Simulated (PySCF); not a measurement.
## Bonding in `C=CC[C@@]1(C=C)[SiH2][C@@H]1C`

C8H14Si.
Atom-mapped SMILES: `[CH2:1]=[CH:2][CH2:3][C@@:4]1([CH:5]=[CH2:6])[SiH2:7][C@@H:8]1[CH3:9]` (hydrogens: H10, H11 on C1; H12 on C2; H13, H14 on C3; H15 on C5; H16, H17 on C6; H18, H19 on Si7; H20 on C8; H21, H22, H23 on C9)

Cartesian coordinates in Å at the GFN2-xTB level; atoms count from 1:
```
atom  x, y, z in Å
C1     3.0072    0.4140    1.3090
C2     1.9771    0.9068    0.6469
C3     0.5479    0.6773    1.0225
C4    -0.2114   -0.0502   -0.0797
C5    -0.6297    0.7589   -1.2269
C6    -0.3846    2.0451   -1.4431
Si7    0.3040   -1.8642   -0.4327
C8    -1.2081   -1.1302    0.4136
C9    -2.6057   -1.1852   -0.1608
H10    2.8786   -0.1770    2.2020
H11    4.0235    0.5868    0.9971
H12    2.1383    1.4932   -0.2474
H13    0.0584    1.6361    1.2227
H14    0.5135    0.0876    1.9408
H15   -1.1905    0.2161   -1.9775
H16    0.1600    2.6682   -0.7553
H17   -0.7352    2.5338   -2.3367
H18    0.1420   -2.3426   -1.7934
H19    1.3446   -2.4595    0.3818
H20   -1.2357   -1.1828    1.4987
H21   -3.1366   -0.2525    0.0338
H22   -3.1634   -1.9978    0.3020
H23   -2.5990   -1.3547   -1.2345
```

Bond orders from the PBE0/pcSseg-1 density (PySCF). Geometry: GFN2-xTB, one conformer, isolated molecule.

Task: Where do the orders between heavy atoms depart from those drawn in the SMILES?

Result: The largest departure is 0.169, at C8–C4 (drawn single, 0.831) and C4–Si7 (drawn single, 0.833). Drawn single, order below 0.88: C4–Si7 (0.833) and C8–C4 (0.831).

Task: Give the Mayer order of every bond between heavy atoms, beside its length.

Result: 
| bond | drawn as | length (Å) | Mayer order |
| --- | --- | --- | --- |
| C1–C2 | double | 1.320 | 1.993 |
| C2–C3 | single | 1.495 | 1.027 |
| C3–C4 | single | 1.523 | 1.007 |
| C4–C5 | single | 1.465 | 1.058 |
| C5–C6 | double | 1.327 | 1.961 |
| C4–Si7 | single | 1.919 | 0.833 |
| Si7–C8 | single | 1.882 | 0.918 |
| C8–C9 | single | 1.512 | 1.066 |
| C8–C4 | single | 1.550 | 0.831 |

By pair of heavy elements: C–C: lowest C8–C4 (0.831, 1.550 Å), highest C1–C2 (1.993, 1.320 Å); in 1 of the 21 pairs the longer bond (by over 0.003 Å) has the higher order (by 0.02 or more). C–Si: lowest C4–Si7 (0.833, 1.919 Å), highest Si7–C8 (0.918, 1.882 Å).

Task: And the bonds to hydrogen?

Result: C–H: 0.93 to 0.96 (12 bonds); H–Si: 0.95 (2 bonds).

Task: Sum the orders of all bonds at each heavy atom with more than one neighbour and set the sums beside the valence in the SMILES.

Result: C1 3.901 (drawn 4), C2 3.971 (drawn 4), C3 3.903 (drawn 4), C4 3.729 (drawn 4), C5 3.965 (drawn 4), C6 3.839 (drawn 4), Si7 3.649 (drawn 4), C8 3.751 (drawn 4), C9 3.939 (drawn 4). Orders between atoms that aren't bonded are not in these sums.

Mayer orders depend on the basis set.

These values come from a run that also computed NMR shieldings. Time: 59 s (with the writing of density and orbital grids); peak memory 1.1 GiB. Hardware: one thread of an Arm Neoverse V1 (shared host).
